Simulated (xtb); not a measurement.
C₂H₆O₃Si, SMILES CC(=O)O[SiH2]O. All values are semi-empirical tight-binding results from xtb (GFN2-xTB unless named), good for trends rather than for accurate numbers. Coordinates come from a GFN2-xTB optimisation. Other conformers were not sampled.

Computed properties:
The orbital gap comes out as 4.96 eV. The dipole moment is 3.42 D and the zero-point energy is 50.3 kcal/mol. The G − E(el) at 298.15 K (modified RRHO) is 29.2 kcal/mol, the static polarisability (D4 model) is 66.6 bohr³ and the solvation energy, GFN2-xTB/ALPB(water) is -6.6 kcal/mol. The solvation energy, GFN2-xTB/ALPB(octanol) is -7.6 kcal/mol.
